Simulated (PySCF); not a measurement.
**Shapes and spin states of WCl3**

These are results of PySCF, PBE0, basis W def2-SVP with ECP60, Cl def2-SVP (scalar-relativistic core potentials, no spin–orbit coupling, density fitting), not measurements.

Relaxations began from a few typed shapes and spin states; open shells are unrestricted. The search is not exhaustive: other isomers or separated fragments can lie lower, and high-lying points may rest on an excited occupation.

| spin | group | bonds | angles | imaginary modes (cm⁻¹) | ΔE (kJ/mol) | ΔE with ZPE (kJ/mol) |
| --- | --- | --- | --- | --- | --- | --- |
| quartet | D3h | W–Cl 2.269 Å (×3) | Cl–W–Cl 120.0° (×3) | none | 0.0 | 0.0 |
| broken-symmetry Ms = 1/2 (⟨S²⟩ 1.61) | Cs | W–Cl 2.247 Å, W–Cl 2.254 Å (×2) | Cl–W–Cl 115.9°, Cl–W–Cl 121.8° (×2) | none | 61.2 | 61.1 |
| broken-symmetry Ms = 1/2 (⟨S²⟩ 1.61) | C2v | W–Cl 2.249 Å (×2), W–Cl 2.255 Å | Cl–W–Cl 118.0° (×2), Cl–W–Cl 123.9° | 134i | 61.7 | – |
| broken-symmetry Ms = 1/2 (⟨S²⟩ 1.76) | D3h | W–Cl 2.264 Å (×3) | Cl–W–Cl 120.0° (×3) | none | 80.5 | 80.4 |
| doublet | C2v | W–Cl 2.218 Å, W–Cl 2.236 Å (×2) | Cl–W–Cl 107.7°, Cl–W–Cl 126.2° (×2) | none | 88.5 | 88.5 |

The lowest minimum found is the quartet D3h: W–Cl 2.269 Å (×3); Cl–W–Cl 120.0° (×3).

Formally W is in oxidation state +3, d3, with 3 unpaired electrons (the high-spin count). The Mulliken spin on W is 2.97. The polar-tensor charge on W, 1.40, is far below the formal one.

For the lowest minimum: open d and f shells are described by one determinant, and the ground state may have another occupation or spin. No spin–orbit coupling is included, which matters more the heavier the element.

The electron or spin density has lower symmetry than the nuclear frame for the broken-symmetry Ms = 1/2 (⟨S²⟩ 1.61) C2v at 61.7 kJ/mol.
